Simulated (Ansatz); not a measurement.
**Energy profile**

The step: Si₂H₆O ([SiH3][O][SiH3]) + H₂O + H₂O → Si₂H₆O₂ ([OH][SiH2][O][SiH3]) + H₂O + H₂; bonds formed: Si1–O8, H2–H9, H7–O10; bonds broken: Si1–H2, H7–O8, H9–O10 (atoms numbered as in the saddle structure below).

Si1  (1.086, 0.661, -0.221)
H2  (0.021, -0.043, 0.946)
O3  (1.071, -0.807, -0.985)
Si4  (0.416, -2.245, -0.538)
H5  (1.804, 1.408, -1.320)
H6  (2.007, 0.888, 0.927)
H7  (-1.301, 1.539, 0.219)
O8  (-0.261, 1.820, -0.357)
H9  (-1.101, 0.270, 1.068)
O10  (-1.994, 0.888, 0.911)
H11  (0.920, -2.701, 0.785)
H12  (-1.069, -2.167, -0.479)
H13  (0.803, -3.239, -1.570)
H14  (-0.209, 2.394, -1.126)
H15  (-2.194, 1.334, 1.741)
(Å)

Electronic energies by CCSD(T) at an estimated basis limit (MP2 extrapolated from triple and quadruple zeta, plus CCSD(T) − MP2 in triple zeta), on PBE0-D4/def2-TZVP structures; Si$_{2}$H$_{10}$O$_{3}$, closed shell; no counterpoise correction. Program: Ansatz 0.2.0. Basis: def2-TZVPP and def2-QZVPP. Cores are frozen in the correlated methods. Extrapolation: Hartree–Fock as exp(−7.88 √X), correlation as X^−2.97.

**Question.** Give the profile in eV, counted from the separated reactants. (Judge from chemistry; the value comes from the calculation.)

**Answer.** Computed:
```csv
point,eV
"separated: Si$_{2}$H$_{6}$O (linked as [SiH3][O][SiH3]; Si1, H2, O3, Si4, H5, H6, H11, H12, H13; singlet) + H$_{2}$O (H7, O8, H14; singlet) + H$_{2}$O (H9, O10, H15; singlet)",0.000
start structure,-0.397
saddle,0.976
end structure,-1.225
"separated: Si$_{2}$H$_{6}$O$_{2}$ (linked as [OH][SiH2][O][SiH3]; Si1, O3, Si4, H5, H6, O8, H11, H12, H13, H14; singlet) + H$_{2}$ (H2, H9; singlet) + H$_{2}$O (H7, O10, H15; singlet)",-0.947
```

The T1 diagnostic stays at or below 0.012.

For scale, one of the runs: CCSD(T)/def2-TZVPP, 317 basis functions, launched by `ansatz run in.yaml --threads 8 --pin off --events-out ev --progress --plain --max-ram 19148MiB`. Hardware: 8 CPU threads of an AMD EPYC 7B13, shared host. Wall time 3.2 min; peak host memory 12 GiB.
